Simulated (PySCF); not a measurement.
Computed IR spectrum (relative IR intensity) of a molecule C₃H₆GeO. The structure is a stationary point at PBE-D3(BJ)/def2-SVP. The values are those of a single conformer. Method: PBE-D3(BJ)/def2-SVP run with PySCF 2.14.0. Frequencies are harmonic and unscaled.

Lines under 2 % of the strongest are left out, and lines within 2 cm⁻¹ are merged.

```csv
ν (cm⁻¹),relative intensity
320,3.0
436,5.9
598,18
614,15
630,19
684,13
718,28
815,100
824,19
853,31
946,4.6
1075,100
1343,37
1413,3.3
2058,33
2063,66
2134,41
2871,19
2899,13
3408,31
```

Question: Identify the compound among the candidates.
A. C=C[C](=O)[GeH3]
B. [CH3][Ge@H]1[CH]=C[O]1
C. O=C1[CH2][GeH2][CH2]1
D. C#CC[O][GeH3]

Answer: D, C#CC[O][GeH3]
